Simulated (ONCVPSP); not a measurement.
**Debugging a pseudopotential input (phosphorus (P), ONCVPSP 4.0.1)**

Command:

```bash
oncvpsp.x < P.dat > P.out
```

Input:

```
# ATOM AND REFERENCE CONFIGURATION
# atsym  z   nc   nv     iexc    psfile
  P 15.00    1    4  -001012      upf
#
#   n    l    f
    1    0    2.00
    2    0    2.00
    2    1    6.00
    3    0    2.00
    3    1    3.00
#
# PSEUDOPOTENTIAL AND OPTIMIZATION
# lmax
    1
#
#   l,   rc,      ep,       ncon, nbas, qcut
    0    0.85    0.00    4    7   13.00
    1    0.90    0.00    4    7   17.70
#
# LOCAL POTENTIAL
# lloc, lpopt,  rc(5),   dvloc0
    4    5    0.80    0.00
#
# VANDERBILT-KLEINMAN-BYLANDER PROJECTORs
# l, nproj, debl
    0    2   -1.00
    1    3    2.30
#
# MODEL CORE CHARGE
# icmod, fcfact, rcfact
    2    0.45    0.60
#
# LOG DERIVATIVE ANALYSIS
# epsh1, epsh2, depsh
   -8.00    5.00    0.04
#
# OUTPUT GRID
# rlmax, drl
    6.00    0.01
#
# TEST CONFIGURATIONS
# ncnf
    4
# nvcnf
#   n    l    f
    4
    2    0    2.00
    2    1    6.00
    3    0    2.00
    3    1    2.00
#
    4
    2    0    2.00
    2    1    6.00
    3    0    2.00
    3    1    1.00
#
    4
    2    0    2.00
    2    1    6.00
    3    0    2.00
    3    1    0.00
#
    4
    2    0    2.00
    2    1    6.00
    3    0    2.00
    3    1    2.50
#
```

This is an input that runs to its end, with one change: debl of l = 0 set to -1.00 Ha.

How does the run end?

The program refuses the input: "test_data: must have debl>0.0) 0".

```
ONCVPSP  (Optimized Norm-Conservinng Vanderbilt PSeudopotential)
scalar-relativistic version 4.0.1

test_data: must have debl>0.0)   0
ERROR: test_data found   1 ERROR; stopping
```
